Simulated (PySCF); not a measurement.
Molecule: i-BuOEt, C6H14O.

Geometry:
```
atom   x (Å)   y (Å)   z (Å)
  C1   2.941   0.153  -0.845
  C2   2.318  -0.508   0.372
  O3   0.924  -0.630   0.302
  C4   0.209   0.556   0.493
  C5  -1.279   0.249   0.544
  C6  -1.743  -0.429  -0.739
  C7  -2.070   1.516   0.838
  H8   4.039   0.121  -0.777
  H9   2.637  -0.373  -1.763
 H10   2.645   1.208  -0.942
 H11   2.608   0.039   1.293
 H12   2.704  -1.535   0.475
 H13   0.525   1.046   1.439
 H14   0.402   1.285  -0.323
 H15  -1.423  -0.459   1.379
 H16  -1.646   0.254  -1.600
 H17  -2.799  -0.732  -0.669
 H18  -1.136  -1.322  -0.946
 H19  -1.933   2.263   0.038
 H20  -3.147   1.302   0.907
 H21  -1.759   1.981   1.787
```

Geometry PBE0-D3(BJ)/def2-SVP throughout; GIAO in PySCF 2.14.0 with density-fitted response routines, gas phase, one conformer, non-relativistic; equivalent atoms averaged; functional PBE0.

Q: How do the absolute shieldings σ depend on the basis set? (a selection of nuclei; ppm; last column core-seconds on shared hosts with different chips, so compare them loosely)

A: 
```
    basis set  functions     C4     C2     C5  C6/C7     C1     O3  H11/H12  H13/H14    H15  core-s
       STO-3G         49  176.2  179.9  205.5  212.5  218.6  369.0    30.76    31.27  31.38     5.4
     pcSseg-0         91  114.8  124.9  163.8  170.9  178.0  306.4    29.14    29.95  31.08      12
        6-31G         91  127.2  136.3  169.9  178.6  185.3  291.0    28.86    29.42  30.49      11
       6-31G*        126  122.9  131.1  165.5  174.4  180.1  297.6    28.32    28.85  29.99      15
      cc-pVDZ        168  122.9  131.8  164.1  175.9  182.0  295.0    27.78    28.38  29.65      29
     def2-SVP        168  121.3  130.4  164.9  173.8  180.5  300.7    27.93    28.53  29.75      25
     pcSseg-1        189  108.1  117.2  153.3  163.8  169.9  284.8    27.71    28.39  29.65      20
6-311+G(2d,p)        273  111.4  120.2  154.6  166.9  172.4  278.7    27.93    28.51  29.73      48
  aug-cc-pVDZ        287  122.3  130.5  162.0  175.5  180.8  287.9    27.72    28.34  29.57      68
    def2-TZVP        301  109.7  118.9  154.0  166.3  172.1  281.2    27.90    28.50  29.68      72
```

Q: Which nucleus among those listed moves most, in ppm?

A: O3 (ether oxygen): from 278.7 ppm with 6-311+G(2d,p) to 369.0 ppm with STO-3G. The smallest spread is 1.81 ppm, at H15. Proton shifts span only some 12 ppm, so a few tenths of a ppm matter as much there as several ppm in carbon.

Q: Taking the largest basis, def2-TZVP (301 functions), as the yardstick, rank the others by their worst heavy-atom deviation.

A: 6-311+G(2d,p) 2.5 ppm (273 functions), pcSseg-1 3.5 ppm (189 functions), aug-cc-pVDZ 12.6 ppm (287 functions), cc-pVDZ 13.7 ppm (168 functions), 6-31G* 16.3 ppm (126 functions), 6-31G 17.5 ppm (91 functions), def2-SVP 19.4 ppm (168 functions), pcSseg-0 25.1 ppm (91 functions), STO-3G 87.8 ppm (49 functions).

A small basis that lands close on one nucleus may do so by chance; judge by the trend and by all nuclei.
